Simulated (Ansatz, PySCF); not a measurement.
Species: sum formula BN₂H₄, net charge 0, doublet state. It need not be the lowest isomer of its formula. SMILES: [NH]BN
Geometry from a B3LYP-D3(BJ)/def2-TZVP (Ansatz, a quantum-chemistry and plane-wave program) optimisation:
```
B
N 1 1.3997
H 2 1.0045 1 122.53
H 2 1.0064 3 114.24 1 179.90
N 1 1.4267 2 123.93 3 175.41
H 5 1.0179 1 118.49 2 112.79
H 1 1.2037 2 119.04 3 0.59
```
Charge 0, spin multiplicity 2.

Property: atomisation energy (electronic, to ground-state atoms), in kcal/mol. Valence correlation only, unless marked. UHF or UKS for open shells. Spin-orbit coupling is left out. Non-relativistic. The coupled-cluster limit lacks core correlation, which all-electron functionals hold. Basis-set limits of correlation are two-point, X^-3; Hartree-Fock from the larger set. The bracket is a focal-point correction in the basis named.

```tsv
level	program	atomisation energy (kcal/mol)
HF/def2-TZVPD	PySCF	411.6
PBE0/6-31G*	Ansatz	581.0
BHLYP-D3(BJ)/def2-TZVPD	Ansatz + dftd3	576.1
r2SCAN0-D4/def2-TZVPD	Ansatz + dftd4	578.4
MP2/cc-pVDZ	Ansatz	531.2
RI-MP2/aug-cc-pVTZ	Ansatz	573.6
RI-MP2/CBS(aug-cc-pVTZ,aug-cc-pVQZ)+[CCSD(T)-MP2]/aug-cc-pVTZ	Ansatz	583.6
```
